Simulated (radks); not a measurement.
Problem. Species: Cl III. Configuration: [Ne] 3s2 3p3. Method: non-relativistic Kohn-Sham, PBEsol, spin-polarised, spherical densities, point nucleus; open shells are filled with parallel spins first; computed with a radial shooting solver on a logarithmic mesh with Libxc functionals. Some entries of the table are withheld. Estimate them.

orbital,occ.,eigenvalue (eV),<r> (bohr),<r^2> (bohr^2)
1s up,1,-2764.545,0.09152,0.01126
1s down,1,-2763.924,0.09150,0.01125
2s up,1,-278.2359,0.4467,0.2371
2s down,1,-277.6322,0.4463,0.2364
2p up,3,-219.3176,0.4074,0.2069
2p down,3,-218.4875,0.4071,0.2062
3s up,1,(1),1.442,2.385
3s down,1,(2),1.455,2.438
3p up,3,-33.0186,1.588,2.936
3p down,0,-29.1446,1.624,3.090

Solution. 
(1) 3s up eigenvalue (eV): -46.0853
(2) 3s down eigenvalue (eV): -42.0265
